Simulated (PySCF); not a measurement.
Compound: 2-methylpyridine 1-oxide, C6H7NO.
SMILES: `Cc1cccc[n+]1[O-]`

Level of theory: CAM-B3LYP/def2-SVPD in PySCF (dipole) on a GFN2-xTB geometry, gas phase.

Masses are those of the commonest isotopes; rigid-rotor values at the optimised geometry. 

What are A, B and C (GHz)?

Ia = 141.04, Ib = 218.31, Ic = 356.28 u·Å²; 505379 MHz·u·Å²/I gives 3583, 2315 and 1419 MHz, that is A = 3.5832, B = 2.3150, C = 1.4185 GHz.

Classify the top.

An asymmetric top: κ = (2 × 2315 − 3583 − 1419)/(3583 − 1419) = -0.17.

What does the inertial defect say?

Not planar: Δ = Ic − Ia − Ib = -3.07 u·Å². For a rigid frame Δ = −2 Σ m c², so Σ m c² = 1.54 u·Å² lies off the ab plane, practically all of it from hydrogen. The atom farthest from that plane is 0.87 Å away.

List the rotational levels J(Ka,Kc) to J = 5 (MHz).

Above 0(0,0):
J = 1: 1(0,1) 3733, 1(1,1) 5002, 1(1,0) 5898
J = 2: 2(0,2) 10866, 2(1,2) 11572, 2(1,1) 14262, 2(2,1) 18066, 2(2,0) 18401
J = 3: 3(0,3) 20951, 3(1,3) 21246, 3(1,2) 26540, 3(2,2) 29267, 3(2,1) 30716, 3(3,1) 38031, 3(3,0) 38116
J = 4: 4(0,4) 33797, 4(1,4) 33899, 4(1,3) 42323, 4(2,3) 43931, 4(2,2) 47451, 4(3,2) 53453, 4(3,1) 53993, 4(4,1) 65068, 4(4,0) 65085
J = 5: 5(0,5) 49417, 5(1,5) 49448, 5(1,4) 61103, 5(2,4) 61863, 5(2,3) 68299, 5(3,3) 72664, 5(3,2) 74452, 5(4,2) 84470, 5(4,1) 84620, 5(5,1) 99247, 5(5,0) 99251
Those of J = 1 are B + C, A + C and A + B.

Predict some low-J microwave lines.

The dipole components are |μa| = 3.11 D, |μb| = 2.50 D, |μc| = 0.00 D; the mirror of this Cs structure is the ab plane, so μc vanishes by symmetry and there are no c-type lines. Intensities carry the squares of the components, which stand as 1.00 : 0.65 (a : b). Some lines, for components of 0.1 D or more:

```tsv
type	branch	J(Ka,Kc)	MHz	lower level (cm⁻¹)
a	Q	3(2,1) ← 3(2,2)	1450	0.976
b	Q	3(3,0) ← 3(2,1)	7399	1.025
b	Q	3(3,1) ← 3(2,2)	8764	0.976
a	R	3(0,3) ← 2(0,2)	10086	0.362
b	R	3(1,3) ← 2(0,2)	10381	0.362
b	Q	5(4,2) ← 5(3,3)	11806	2.424
a	R	3(1,2) ← 2(1,1)	12279	0.476
a	R	3(2,1) ← 2(2,0)	12315	0.614
b	R	4(0,4) ← 3(1,3)	12551	0.709
a	R	4(0,4) ← 3(0,3)	12846	0.699
a	R	4(1,3) ← 3(1,2)	15783	0.885
a	R	4(3,1) ← 3(3,0)	15878	1.271
a	R	5(1,4) ← 4(1,3)	18779	1.412
b	R	3(3,0) ← 2(2,1)	20049	0.603
a	R	5(3,2) ← 4(3,1)	20459	1.801
b	R	4(3,2) ← 3(2,1)	22737	1.025
b	R	4(2,2) ← 3(1,3)	26205	0.709
b	R	4(4,1) ← 3(3,0)	26952	1.271
b	R	4(4,0) ← 3(3,1)	27055	1.269
b	R	5(4,2) ← 4(3,1)	30477	1.801
```

Estimate the classical rotational partition function at 50 K, 100 K and 298.15 K.

Point group Cs, symmetry number σ = 1; q = (√π/σ)·√((kT/h)³/(ABC)), k/h = 20836.6 MHz/K: 17400 at 50 K, 49100 at 100 K, 253000 at 298.15 K.

No frequency check. These are rigid-rotor constants of the computed structure; measured ground-state constants (B0) also hold zero-point vibration. A rigid rotor knows nothing of internal rotation, which can split or shift real lines. Quadrupole hyperfine structure (14N) is left out.
